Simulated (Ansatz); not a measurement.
Relaxing a trial structure of FH2SiSnZn

The starting geometry of this gas-phase doublet was optimised with r2SCAN-D4.

```xyz
6

F    -2.4314    2.6656   -1.6743
Si    1.6508    2.2184   -0.9764
Sn    0.5995    0.3516    0.3627
Zn   -0.7844    2.2768   -1.2329
H     2.1127    2.1573   -2.4079
H     1.9479    3.6168   -0.5055
```

**Question.** Predict what it relaxes into with B3LYP-D3(BJ)/def2-SVP.

**Answer.** A bond breaks, giving a structure given below by its coordinates. Contacts that open: Sn3–Zn4 (2.86 → 3.72 Å).

The energy falls by 0.05 eV over 11 steps:

```
step  E − E(last) (eV)
   1             0.046
   2             0.020
   3             0.016
   4             0.011
   5             0.009
   7             0.001
   8             0.000
   9             0.000
  10             0.000
  11             0.000
```

Final geometry (Å):

```xyz
6

F    -2.5836    2.7823   -1.7769
Si    1.4276    2.2248   -1.0012
Sn    1.1001    0.1473    0.5631
Zn   -0.8636    2.5707   -1.4653
H     2.0903    2.0467   -2.3342
H     1.9241    3.5145   -0.4199
```

Frequencies at the end are all real (lowest 23 cm⁻¹). Open shells are spin-unrestricted. Atoms past krypton carry core potentials, without spin–orbit terms. Run with Ansatz 0.2.0, 48 s on 2 threads of Intel(R) Xeon(R) 6975P-C (Granite Rapids), with other jobs on the host.
